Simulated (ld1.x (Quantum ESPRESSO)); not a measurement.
What one change does to a pseudopotential (ruthenium (Ru), ultrasoft)

- Element: ruthenium (Ru)
- Generator: ld1.x (Quantum ESPRESSO) 7.5
- Type: ultrasoft
- Functional: PW91
- Relativity: scalar-relativistic
- Frozen core: [Kr]
- Valence charge: 8
- Reference configuration: 4d6 5s2 5p0
- Partial waves: 5s (bound): rcut 1.90, rcutus 2.45 bohr; 5s channel at 0.05 Ry: rcut 1.90, rcutus 2.45 bohr; 5p (bound, empty): rcut 2.90, rcutus 3.20 bohr; 5p channel at 0.4 Ry: rcut 2.90, rcutus 3.20 bohr; 4d (bound): rcut 1.40, rcutus 1.60 bohr; 4d channel at 0.85 Ry: rcut 1.40, rcutus 1.60 bohr; 4f channel at 0.45 Ry: rcut 2.55, rcutus 2.80 bohr; 4f channel at 1.6 Ry: rcut 2.55, rcutus 2.80 bohr
- Local potential: all-electron potential smoothed inside 1.45 bohr (lloc = -2)
- Core correction: none
- Augmentation charge: PSQ, radius 1.50 bohr

Change: all radii scaled by about 1.19 (s 2.92, p 3.82, d 1.90, f 3.34 bohr, rcut 2.26/3.46/1.66/3.04); local potential all-electron potential smoothed inside 1.72 bohr (lloc = -2); augmentation PSQ, radius 1.78 bohr.

Cutoffs: the cutoffs (Ry, on a coarse ladder) from which the occupation-weighted sum of valence levels, in a spherical-Bessel basis at the reference potential, stays within 10 and 1 mRy of its value at 400 Ry; they do not see the model core or the augmentation charge, which bear on the density cutoff. Errors are all-electron minus pseudo energies relative to the spin-unpolarised reference configuration.

Q: How do hardness, ghosts and transferability respond?

A: The potential gets softer (40 Ry and 70 Ry → 30 Ry and 50 Ry); the bound ghost in s disappears; of the 7 tests that both files solve, the error grows in 4 and shrinks in 1 by more than 15 % and 0.3 meV (median size 22.4 → 18.2 meV). A larger radius leaves more room for a smooth pseudo-wave, so fewer plane waves are needed.

| quantity | base | changed |
| --- | --- | --- |
| cutoff, loose | 40 Ry | 30 Ry |
| cutoff, tight | 70 Ry | 50 Ry |
| loose cutoff by channel (10 mRy a level) | s 6 Ry, d 35 Ry | s 6 Ry, d 25 Ry |
| bound ghosts | s | none |
| error for 4d7 5s1 5p0, meV [ΔE -1.69 eV] | -12 | -17 |
| error for 4d7 5s0 5p0, meV [ΔE 5.66 eV] | +22 | +7.5 |
| error for 4d6 5s0 5p0, meV [ΔE 23.91 eV] | +87 | +86 |
| error for 4d8 5s0 5p0, meV [ΔE -2.03 eV] | -41 | -69 |
| error for 4d4 5s0 5p0, meV [ΔE 99.20 eV] | -379 | -543 |
| error for 4d6 5s1 5p1, meV [ΔE 3.98 eV] | +4.7 | +4.4 |
| error for 4d5 5s0 5p0, meV [ΔE 54.61 eV] | +9.1 | -18 |
| lowest overlap eigenvalue by channel | s 0.44, p 0.43, d 0.95, f 0.97 | s 0.32, p 0.45, d 0.91, f 0.97 |

Changed file: These tests converged, but a pseudo level misses the all-electron one widely, so the file describes the atom poorly there or has found another state: 4d4 5s0 5p0: empty 5s by 4.1 eV (a node warning on the way). A true bound ghost makes a file unfit for plane-wave use even where its test errors are small: the radial tests pick states by their node count and pass the ghost by.
